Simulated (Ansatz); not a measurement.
Species: sum formula H₃SiO, charge 0, multiplicity 2. It need not be the lowest isomer of its formula. SMILES: [O][SiH3]
Geometry: optimised at B3LYP-D3(BJ)/def2-TZVP (Ansatz, an electronic-structure program).

Quantity: atomisation energy (electronic, to ground-state atoms), in kcal/mol. Correlated levels leave the core frozen unless marked. Open shells are spin-unrestricted. No spin-orbit coupling. No relativistic terms. The coupled-cluster limit lacks core correlation, which all-electron functionals hold. Basis-set limits of correlation are two-point, X^-3; Hartree-Fock from the larger set. [CCSD(T)-MP2]/basis is that difference in the basis named.

```
level                                                                             program  atomisation energy (kcal/mol)
-------------------------------------------------------------------------  --------------  -----------------------------
RI-HF/cc-pV(Q+d)Z                                                                  Ansatz                          252.2
revPBE-D3(BJ)/def2-TZVPD                                                   Ansatz + dftd3                          329.7
PBE0-D4/def2-TZVPD                                                         Ansatz + dftd4                          330.7
B2GP-PLYP-D3(BJ)/def2-TZVPD                                                Ansatz + dftd3                          331.0
MP2/cc-pV(D+d)Z                                                                    Ansatz                          300.7
MP2/def2-TZVPPD                                                                    Ansatz                          324.8
RI-MP2/def2-TZVPP                                                                  Ansatz                          324.3
CCSD/aug-cc-pV(T+d)Z                                                               Ansatz                          325.8
CCSD(T)/aug-cc-pV(D+d)Z                                                            Ansatz                          310.5
RI-MP2/CBS(aug-cc-pV(T+d)Z,aug-cc-pV(Q+d)Z)+[CCSD(T)-MP2]/aug-cc-pV(T+d)Z          Ansatz                          337.6
```
